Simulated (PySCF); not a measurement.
Molecule: `InChI=1S/C6H10BP/c7-8-6-4-2-1-3-5-6/h1-5H,8H2,7H3`.

Atoms are numbered as in `[BH3-:1][PH2+:2][c:3]1[cH:4][cH:5][cH:6][cH:7][cH:8]1`. Each H is labelled by its parent atom.

Geometry PBE0-D3(BJ)/def2-SVP throughout; GIAO in PySCF 2.14.0 with density-fitted response routines, gas phase, one conformer, non-relativistic; equivalent atoms averaged; basis pcSseg-1.

Task: How do the shifts δ (against H3PO4, TMS at the same level) depend on the functional? (a selection of nuclei; ppm; last column core-seconds on 1 thread of an Arm Neoverse V1, shared host; the GGAs took longer than the global hybrids here, which isn't the general rule, and the cause wasn't traced)

Result: 
```tsv
functional	kind	P2	C4/C8	C6	C5/C7	C3	H(C4)/H(C8)	H(C6)	H(C5)/H(C7)	H(P2)	core-s
BLYP	GGA	-44.8	135.1	134.0	133.1	132.5	7.32	7.31	7.30	5.47	39
BP86	GGA	-55.2	134.4	133.2	132.4	131.1	7.43	7.42	7.41	5.60	38
OPBE	GGA	-55.9	129.0	127.8	126.7	123.4	7.52	7.52	7.52	5.63	40
KT3	GGA	-49.8	125.1	123.7	122.7	120.6	7.25	7.23	7.22	5.44	40
B97-2	global hybrid	-53.6	134.2	133.1	131.6	128.7	7.49	7.50	7.47	5.43	23
wB97X-D	range-separated hybrid	-61.2	138.6	137.6	135.8	132.4	7.58	7.60	7.56	5.34	34
```

Task: Which nucleus among those listed moves most, in ppm?

Result: P2 (phosphorus bonded to C, B, 2 H): from -61.2 ppm with wB97X-D to -44.8 ppm with BLYP. The smallest spread is 0.28 ppm, at H(P2). Proton shifts span only some 12 ppm, so a few tenths of a ppm matter as much there as several ppm in carbon.
